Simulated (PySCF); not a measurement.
SiEt2(vinyl)2 (`C=C[Si](C=C)(CC)CC`). Level of theory: PBE0-D3(BJ)/def2-SVP geometry optimisation, gas phase in PySCF.

```
atom  x, y, z in Å
Si1   -0.1464    0.0072   -0.1316
C2    -0.1991    0.0054    1.7590
C3     0.4679   -1.2035    2.4080
H4    -1.2612    0.0660    2.0557
H5     0.2651    0.9418    2.1172
H6     0.3955   -1.1763    3.5069
H7     0.0054   -2.1456    2.0723
H8     1.5393   -1.2602    2.1562
C9     1.6484   -0.0189   -0.7248
C10    2.4872    1.1707   -0.2683
H11    1.6304   -0.0796   -1.8271
H12    2.1029   -0.9660   -0.3816
H13    3.5208    1.1171   -0.6456
H14    2.0600    2.1227   -0.6221
H15    2.5447    1.2298    0.8306
C16   -0.9984    1.5690   -0.7382
C17   -1.7276    1.6723   -1.8558
H18   -0.8608    2.4824   -0.1413
H19   -1.9106    0.8072   -2.5034
H20   -2.1761    2.6198   -2.1765
C21   -1.0035   -1.5299   -0.7953
C22   -2.3232   -1.6531   -0.9825
H23   -0.3781   -2.4074   -1.0141
H24   -3.0126   -0.8235   -0.7874
H25   -2.7800   -2.5836   -1.3397
```

Question: What is the longest distance between nuclei?

Answer: H13···H25, 7.34 Å; the next longest distance is 7.30 Å.

Question: Work out the bond lengths Si1–C9, C2–C3, C10–H14, C10–H15, C22–H24 in pm.

Answer: For Si1–C9 the difference vector is (1.7948, -0.0261, -0.5932) Å, of length 1.8905 Å. Si1–C9 189.0; C2–C3 152.6; C10–H14 110.2; C10–H15 110.2; C22–H24 109.6 pm.

Question: What is the repulsion energy of the bare nuclei, Σ ZA·ZB/RAB?

Answer: 531.23 Eh over 300 pairs, with full nuclear charges and distances in bohr; the largest single term is 23.65 Eh (Si1 with C16, or a pair equal to it).

Question: Give the dihedral angles H4–C2–C3–H6, H4–C2–C3–H7, H23–C21–C22–H25, C21–Si1–C9–H11, Si1–C9–C10–H14.

Answer: H4–C2–C3–H6 -58° (synclinal); H4–C2–C3–H7 63° (synclinal); H23–C21–C22–H25 0° (synperiplanar); C21–Si1–C9–H11 57° (synclinal); Si1–C9–C10–H14 -59° (synclinal). Dihedral signs follow IUPAC: positive where, seen along the central bond, the front bond turns clockwise onto the rear one.

Question: What are the angles C9–Si1–C21, Si1–C2–H5, C9–C10–H13, H24–C22–H25?

Answer: From the scalar product of the two bond vectors; for C9–Si1–C21 it is -1.1045 Å² over 1.8905 × 1.8809 Å², cos θ = -0.3106. C9–Si1–C21 108.1°; Si1–C2–H5 108.2°; C9–C10–H13 112.1°; H24–C22–H25 116.0°.

Question: How far are the heavy atoms from their best plane (unweighted least squares)?

Answer: 0.838 Å rms; Si1 0.01, C2 1.21, C3 0.56, C9 1.19, C10 0.51, C16 0.97, C17 0.65, C21 1.03, C22 0.65 Å (magnitudes).

Question: How far apart are these pairs, which share no bond: Si1···H8, H8···H12, H8···C21, H8···H24, C17···H18?

Answer: Si1···H8 3.112 Å (3 bonds apart); H8···H12 2.616 Å (5 bonds apart); H8···C21 3.905 Å (4 bonds apart); H8···H24 5.438 Å (6 bonds apart); C17···H18 2.085 Å (2 bonds apart).

Question: Write the matrix of distances between heavy atoms (Å, lower triangle).

Answer: 
```
Si1   0.000
C2    1.891  0.000
C3    2.880  1.526  0.000
C9    1.890  3.096  3.551  0.000
C10   2.882  3.561  4.108  1.525  0.000
C16   1.880  3.053  4.442  3.087  3.540  0.000
C17   2.872  4.264  5.592  3.942  4.532  1.338  0.000
C21   1.881  3.087  3.540  3.053  4.445  3.099  3.450  0.000
C22   2.867  3.844  4.415  4.302  5.624  3.492  3.489  1.339  0.000
```

Whether it is a minimum is left open (no frequencies). The numbers are those of one conformer.
